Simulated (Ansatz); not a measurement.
Cost and result up the ladder for Si₂Au (the lowest doublet isomer of a short search) (3 atoms). Total charge 0; doublet. Geometry: PBE-D4/def2-TZVP.

```xyz
3

Au    0.485    0.054    1.335
Si    0.800   -0.099   -1.043
Si   -1.284    0.045   -0.292
```

Ansatz on 4 threads of Arm Neoverse V2 on a shared host. Times are rough, and most runs start from the orbitals of an earlier one. r2SCAN0-D4/def2-TZVP serves as the yardstick here, not as an exact answer. Differences are given only for rows in sets of like size (and for xTB, whose basis is part of the method), since another set adds its own error. Binding counts from free atoms at the same level (Au doublet, Si triplet; other spins of the atoms weren't run), without zero-point energy or a counterpoise term.

In the def2 sets Au takes a core potential; there is no spin–orbit coupling. LC-ωPBE has ω = 0.4 bohr⁻¹. B3LYP takes the VWN-RPA correlation. Correlated methods freeze 10 core orbitals; core or outer-core shells of Au are correlated, in sets that lack core-valence functions. The structure comes from a short search, and lower isomers may exist.

Correlated methods converge slowly with the basis.

| level | functions | binding energy per atom (eV) | difference from r2SCAN0-D4/def2-TZVP (eV) |
| --- | --- | --- | --- |
| PBE0-D4/def2-TZVPD | 129 | 2.20 | 0.05 |
| MP2/def2-TZVP | 114 | 2.25 | 0.10 |
| PBE0-D4/def2-SVP | 68 | 2.11 | – |
| LC-ωPBE/def2-TZVP | 114 | 1.96 | -0.18 |
| CCSD(T)/def2-TZVPD | 129 | 2.13 | -0.02 |
| PBE-D4/def2-TZVP | 114 | 2.37 | 0.22 |
| r2SCANh-D4/def2-TZVP | 114 | 2.24 | 0.09 |
| PBE0-D4/def2-TZVP (with forces) | 114 | 2.19 | 0.04 |
| CCSD(T)/def2-TZVPP | 140 | 2.10 | -0.05 |
| PBE-D4/def2-SVP | 68 | 2.31 | – |
| r2SCAN0-D4/def2-TZVP | 114 | 2.15 | 0.00 |
| B3LYP-D4/def2-TZVP | 114 | 2.10 | -0.05 |
| r2SCAN-D4/def2-TZVPD | 129 | 2.32 | 0.17 |
| RPA@PBE/def2-TZVP | 114 | 1.98 | -0.17 |

Question: Estimate how long each takes.

Answer: PBE0-D4/def2-SVP 2 s; PBE-D4/def2-SVP 2.2 s; MP2/def2-TZVP 2.5 s; RPA@PBE/def2-TZVP 3.4 s; PBE-D4/def2-TZVP 3.7 s; B3LYP-D4/def2-TZVP 4.4 s; LC-ωPBE/def2-TZVP 5.5 s; PBE0-D4/def2-TZVPD 6 s; CCSD(T)/def2-TZVPD 10 s; r2SCAN0-D4/def2-TZVP 11 s; r2SCAN-D4/def2-TZVPD 13 s; PBE0-D4/def2-TZVP (with forces) 13 s; CCSD(T)/def2-TZVPP 14 s; r2SCANh-D4/def2-TZVP 20 s. On shared hardware such times vary by a factor of up to 3.
